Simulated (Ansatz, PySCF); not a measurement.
BrSi, doublet, geometry from GFN2-xTB. Base run: PySCF with B3LYP/aug-cc-pVDZ.

Input for PySCF:
```python
from pyscf import gto, scf, dft

mol = gto.Mole()
mol.atom = '''
    Si   -0.00000000   -0.00000000   -1.67392232
    Br    0.00000000    0.00000000    0.66956893
'''
mol.basis = 'aug-cc-pvdz'
mol.spin = 1
mol.verbose = 3
mol.build()

mf = dft.UKS(mol)
mf.xc = 'b3lyp'
mf.kernel()
```

The same geometry, method and basis name were run in Ansatz (a quantum-chemistry and plane-wave program) and PySCF, at each program's defaults and at the settings that a row names. The base is PySCF at its defaults. Differences at the defaults can come from grids, fitting, cores and function types together.

```csv
code and settings,ΔE vs base (mEh),basis functions,E (Eh),SCF cycles,dipole (D)
"PySCF, defaults (exact integrals, its default grid, spherical functions)",0.000,63,-2863.64162,10,1.47
"Ansatz, defaults (factorised integrals, its default grid, spherical functions)",0.001,63,-2863.64161,-,-
"PySCF, density fitting with def2-universal-jkfit",-0.024,63,-2863.64164,10,1.47
"PySCF, fine grid",0.001,63,-2863.64161,10,1.47
"Ansatz, high accuracy",0.001,63,-2863.64161,-,-
```

Open shells are given as the SCF converged; they aren't shown to be the lowest states, and a large step between rows can be another state.
